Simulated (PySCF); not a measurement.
# Löwdin shares of the frontier orbitals

Compound: C7H13BO2.
Numbering: `[CH3:1][C@@H:2]1[CH2:3][C:4]2([CH2:5][CH2:6]2)[C@H:7]1[B:8]([OH:9])[OH:10]` (hydrogens: H11, H12, H13 on C1; H14 on C2; H15, H16 on C3; H17, H18 on C5; H19, H20 on C6; H21 on C7; H22 on O9; H23 on O10)

Geometry (PBE0-D3(BJ)/def2-SVP, Å), atoms numbered from 1 in this order:
```
atom  x, y, z in Å
C1    -2.4805   -1.3371    0.0659
C2    -1.2629   -0.6015   -0.4442
C3     0.0496   -1.3902   -0.6550
C4     0.8002   -0.2288   -0.0190
C5     2.1616   -0.2135    0.5867
C6     1.8899    0.5604   -0.6759
C7    -0.5181    0.3504    0.5292
B8    -0.7209    1.9066    0.4067
O9     0.0382    2.8104    1.1038
O10   -1.6478    2.3975   -0.4573
H11   -3.2946   -0.6343    0.3039
H12   -2.8629   -2.0507   -0.6816
H13   -2.2463   -1.9049    0.9820
H14   -1.5204   -0.0457   -1.3598
H15    0.3219   -1.6654   -1.6862
H16    0.0860   -2.2947   -0.0244
H17    2.3121    0.3469    1.5159
H18    2.7651   -1.1237    0.5187
H19    2.3058    0.1812   -1.6141
H20    1.8531    1.6521   -0.6078
H21   -0.6609    0.0117    1.5735
H22    0.6687    2.3901    1.6949
H23   -1.6497    3.3616   -0.4601
```

The calculation used TDDFT CAM-B3LYP/def2-SVPD, vertical, gas phase, core orbitals frozen in the response in PySCF.

Kohn–Sham orbitals with the atoms that hold most of them (Löwdin shares over 4%, at most four atoms; ? is withheld):

```
orbital  ε (eV)                            atoms
 LUMO+2    1.74  C1 18%, C3 11%, H16 10%, H13 9%
 LUMO+1    1.32   O9 20%, O10 16%, H17 9%, C5 9%
   LUMO    0.66                                ?
   HOMO       ?   C4 22%, C5 18%, C6 11%, C7 10%
 HOMO-1   -9.21                                ?
 HOMO-2   -9.60   C7 21%, C3 17%, C2 13%, C4 10%
 HOMO-3  -10.51   C4 18%, C3 16%, C7 16%, C1 10%
```

(1) Give the leading atoms of the HOMO-1.

(2) Which atoms hold the LUMO, and with what shares?

(3) What is the HOMO energy, and the HOMO–LUMO gap?

## Answers

(1) C6 (bonded to 2 C and 2 H) 23%; C5 (bonded to 2 C and 2 H) 16%; C4 (bonded to 4 C) 13%; C7 (bonded to B, 2 C and H) 11%.

(2) B8 (bonded to C and 2 O) 38%; O9 (bonded to B and H) 15%; O10 (bonded to B and H) 10%; H22 (bonded to O) 9%. By element: boron 38%, oxygen 25%, hydrogen 9% or more.

(3) ε(HOMO) = -8.90 eV; the gap is 9.57 eV (0.3517 hartree).

Q: The HOMO–LUMO gap is 9.57 eV. Where does the response calculation put the lowest singlet, and from which orbitals?

A: S1 is at 7.03 eV (f = 0.015), 2.54 eV below the gap, made of HOMO→LUMO (75%), HOMO→LUMO+1 (18%). Without the coupling terms of the response equations the lowest excitation would equal the gap.

Q: One configuration dominates each of S1 and S2. Which, and how do the shares of the two leading atoms of either orbital change from the occupied to the empty one?

A: 
- S1 (7.03 eV, f 0.015), HOMO→LUMO (75%): C4 22% → at most 9%, C5 18% → at most 9%, B8 at most 11% → 38%, O9 at most 11% → 15%
- S2 (7.37 eV, f 0.012), HOMO-1→LUMO (74%): C6 23% → at most 9%, C5 16% → at most 9%, B8 at most 11% → 38%, O9 at most 11% → 15%

Löwdin shares depend on the basis, the more so with diffuse functions.

One conformer stands for the species.
